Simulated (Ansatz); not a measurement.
Isolated molecules relaxed with PBE0-D4/def2-TZVP in Ansatz; ΔE leaves out vibrations. CCSD(T)/CBS is the MP2 limit (def2-TZVPP, def2-QZVPP) plus CCSD(T) − MP2 in def2-TZVPP, frozen cores. Functionals use def2-TZVPP. Each species was taken in one conformer, which may not be the lowest.

Consider the substitution at a C–Si bond: `[AlH2][CH2][SiH2][SiH3]` + `OCS` → `[AlH2][CH2]OCS` + `[SiH3][SiH3]`.

```json
{"species": "`[AlH2][CH2][SiH2][SiH3]`", "ωB97M-V energy (Eh)": "-864.85213"}
{"species": "`OCS`", "ωB97M-V energy (Eh)": "-513.90493"}
{"species": "`[AlH2][CH2]OCS`", "ωB97M-V energy (Eh)": "-796.19613"}
{"species": "`[SiH3][SiH3]`", "ωB97M-V energy (Eh)": "-582.52232"}
```

Work out ΔE.

ΔE = (-796.19613) + (-582.52232) − (-864.85213) − (-513.90493) = 0.03861 Eh = +101.4 kJ/mol. CCSD(T)/CBS gives +102.7 kJ/mol.

Largest T1 diagnostic among the species: 0.013.

From PBE to PBE0 (25 % exact exchange), in def2-TZVPP and without D4, ΔE moves by +5.5 kJ/mol. In def2-TZVPP, CCSD(T) changes the Hartree–Fock value by +23.0 kJ/mol (the triples alone add +2.2 kJ/mol) and MP2 by +30.3 kJ/mol. The D4 term adds +7.9 kJ/mol with B3LYP and +4.1 kJ/mol with PBE0; it sums over pairs of atoms, weighted by their polarisabilities, and B3LYP, whose exchange is more repulsive, gets the larger term.

B3LYP here is the variant with VWN-RPA as its local correlation; programs differ in this.
